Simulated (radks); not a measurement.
Task: The mean radii <r> (bohr) of the occupied orbitals of an atom or ion are listed with their occupations. Method: scalar-relativistic Kohn-Sham, PBE, spin-polarised, spherical densities, finite nucleus; Fermi nuclear charge, rms radius of each element as measured or else 0.836 A^(1/3) + 0.57 fm; computed with a radial shooting solver on a logarithmic mesh with Libxc functionals.

orbital  occ.      <r>
1s up       1  0.01715
1s down     1  0.01715
2s up       1  0.07236
2s down     1  0.07236
2p up       3  0.06523
2p down     3  0.06523
3s up       1   0.1871
3s down     1   0.1871
3p up       3   0.1882
3p down     3   0.1882
3d up       5   0.1704
3d down     5   0.1704
4s up       1   0.4151
4s down     1   0.4151
4p up       3   0.4419
4p down     3   0.4418
4d up       5   0.4682
4d down     5   0.4679
5s up       1   0.9474
5s down     1   0.9452
4f up       7   0.5156
4f down     7   0.5137
5p up       3    1.088
5p down     2    1.087
5d up       5    1.480
5d down     3    1.492
6p up       1    2.986

Name the element and its charge. Open shells, if any, are filled with parallel spins first.

Result: Z = 78, platinum, charge +2: Pt2+ in [Kr] 4d10 4f14 5s2 5p5 5d8 6p1. The 1s radius gives Z: for a bare nucleus <r> = (2 gamma + 1)/(2Z) with gamma = sqrt(1 - (Z/c)^2), 0.01695 bohr for Z = 78, and screening makes it slightly larger (0.01715 here). The occupations add up to 76, and the charge is Z minus that.
